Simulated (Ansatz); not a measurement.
`[CH3][In][NH2]` radical. Total charge 0; spin multiplicity 2. In: def2 effective core potential.

```xyz
8

C    -1.243   -0.835   -0.499
In    0.857   -0.784    0.147
N     1.616    1.089    0.481
H    -1.271   -0.967   -1.581
H    -1.766   -1.660   -0.017
H    -1.703    0.118   -0.228
H     2.513    1.205    0.928
H     0.997    1.835    0.770
```

Question: What are the harmonic wavenumbers in cm⁻¹ at PBE0-D4/def2-TZVP (Ansatz, finite differences of forces, unscaled)? (An estimate is asked.)

Answer: The calculation gave: 14, 119, 225, 331, 440, 560, 618, 650, 707, 1124, 1432, 1443, 1537, 3058, 3160, 3174, 3551, 3664.
